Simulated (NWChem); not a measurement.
System: GeH3TeCl; SMILES Cl[Te][GeH3]

NWChem printed, in part:

```
             Northwest Computational Chemistry Package (NWChem) 7.3.0
             --------------------------------------------------------

 CS  symmetry detected

                             Geometry "geometry" -> ""
                             -------------------------

 Output coordinates in angstroms (scale by  1.889725989 to convert to a.u.)

  No.       Tag          Charge          X              Y              Z
 ---- ---------------- ---------- -------------- -------------- --------------
    1 Te                  52.0000     0.65774056     0.68056992     0.00000000
    2 Cl                  17.0000    -1.55738313     1.57695585     0.00000000
    3 Ge                  32.0000    -0.20896827    -1.73825344     0.00000000
    4 H                    1.0000    -1.04571319    -1.97523982     1.26534533
    5 H                    1.0000    -1.04571319    -1.97523982    -1.26534533
    6 H                    1.0000     1.05141534    -2.62329578     0.00000000

 Effective nuclear repulsion energy (a.u.)     683.5872868694

      Symmetry information
      --------------------

 Group name             Cs
 Group number              2
 Group order               2
 No. of unique centers     5

                                 NWChem DFT Module
                                 -----------------

 Summary of "ao basis" -> "ao basis" (spherical)
 ------------------------------------------------------------------------------
       Tag                 Description            Shells   Functions and Types
 ---------------- ------------------------------  ------  ---------------------
 Te                         def2-svp                10       26   4s4p2d
 Cl                         def2-svp                 8       18   4s3p1d
 Ge                         def2-svp                12       32   5s4p3d
 H                          def2-svp                 3        5   2s1p

      Symmetry analysis of basis
      --------------------------

        a'         62
        a"         29

            General Information
            -------------------
          SCF calculation type: DFT
          Wavefunction type:  closed shell.
          No. of atoms     :     6
          No. of electrons :    76
           Alpha electrons :    38
            Beta electrons :    38
          Charge           :     0
          Spin multiplicity:     1
          Use of symmetry is: on ; symmetry adaption is: on
          Maximum number of iterations: 150
          AO basis - number of functions:    91
                     number of shells:    39
          Convergence on energy requested:  1.00D-06
          Convergence on density requested:  1.00D-05
          Convergence on gradient requested:  5.00D-04

              XC Information
              --------------
                         PBE0 Method XC Functional
                     Hartree-Fock (Exact) Exchange  0.250
          PerdewBurkeErnzerhof Exchange Functional  0.750
            Perdew 1991 LDA Correlation Functional  1.000 local
           PerdewBurkeErnz. Correlation Functional  1.000 non-local

             Grid Information
             ----------------
          Grid used for XC integration:  medium
          Radial quadrature: Mura-Knowles
          Angular quadrature: Lebedev.
          Tag              B.-S. Rad. Rad. Pts. Rad. Cut. Ang. Pts.
          ---              ---------- --------- --------- ---------
          Te                  1.40      123          10.0       590
          Cl                  1.00       88          12.0       590
          Ge                  1.25      112          10.0       590
          H                   0.35       45          11.0       434
          Grid pruning is: on
          Number of quadrature shells:   413
          Spatial weights used:  Erf1

      Superposition of Atomic Density Guess
      -------------------------------------

 Sum of atomic energies:       -2847.08856500

      Non-variational initial energy
      ------------------------------

 Total energy =   -2803.313747
 1-e energy   =   -4757.649780
 2-e energy   =    1573.862104
 HOMO         =      -0.229405
 LUMO         =      -0.081227

      Symmetry analysis of molecular orbitals - initial
      -------------------------------------------------

  Numbering of irreducible representations:

     1 a'          2 a"

  Orbital symmetries:

     1 a'          2 a'          3 a'          4 a"          5 a'
     6 a'          7 a'          8 a'          9 a'         10 a"
    11 a'         12 a'         13 a"         14 a'         15 a'
    16 a'         17 a'         18 a"         19 a'         20 a'
    21 a"         22 a'         23 a"         24 a"         25 a'
    26 a'         27 a'         28 a"         29 a'         30 a'
    31 a'         32 a'         33 a'         34 a"         35 a"
    36 a'         37 a'         38 a"         39 a'         40 a'
    41 a'         42 a"         43 a'         44 a'         45 a'
    46 a'         47 a"         48 a'

   convergence    iter        energy       DeltaE   RMS-Dens  Diis-err
 ---------------- ----- ----------------- --------- --------- ---------
 d= 0,ls=0.0,diis     1  -2806.1926839052 -3.19D+03  1.16D-02  2.76D-01
 d= 0,ls=0.0,diis     2  -2806.2047669360 -1.21D-02  6.14D-03  1.63D-01
 d= 0,ls=0.0,diis     3  -2806.2306618674 -2.59D-02  1.81D-03  2.61D-02
 d= 0,ls=0.0,diis     4  -2806.2343616700 -3.70D-03  4.33D-04  1.28D-03
 d= 0,ls=0.0,diis     5  -2806.2345468100 -1.85D-04  1.16D-04  9.29D-05
  Resetting Diis
 d= 0,ls=0.0,diis     6  -2806.2345619440 -1.51D-05  2.53D-05  9.07D-06
 d= 0,ls=0.0,diis     7  -2806.2345625967 -6.53D-07  1.02D-05  2.91D-07
 d= 0,ls=0.0,diis     8  -2806.2345625983 -1.58D-09  4.89D-06  4.05D-07

         Total DFT energy =    -2806.234562598259
      One electron energy =    -4757.904659042702
           Coulomb energy =     1699.999894312891
    Exchange-Corr. energy =     -128.803727581814
 Nuclear repulsion energy =      380.473929713366

[...]
```

Level: PBE0/def2-SVP with def2 effective core potentials on Te, vertical spin-unrestricted ions. Geometry: optimised at PBE0/def2-SVP. Not confirmed as a minimum by frequencies. def2 effective core potentials on Te; no spin-orbit coupling.

### Question
Reconstruct the input file.

### Answer
Several could match; the one computed here: the input that was run:
```
start job
memory heap 200 mb stack 900 mb global 1100 mb
geometry units angstroms noautoz
  Te     0.611485    -0.624505     0.391086
  Cl    -1.374946    -1.583735    -0.527745
  Ge    -0.274672     1.767157     0.080330
  H     -0.532409     2.020619    -1.411894
  H     -1.562698     1.939139     0.898141
  H      0.840589     2.687589     0.610297
end
basis spherical
  * library def2-svp
end
ecp
  Te library def2-ecp
end
dft
  xc pbe0
  iterations 150
  vectors input atomic output neutral.movecs
end
task dft energy
charge 1
dft
  odft
  mult 2
  vectors input atomic output cation.movecs
end
task dft energy
```
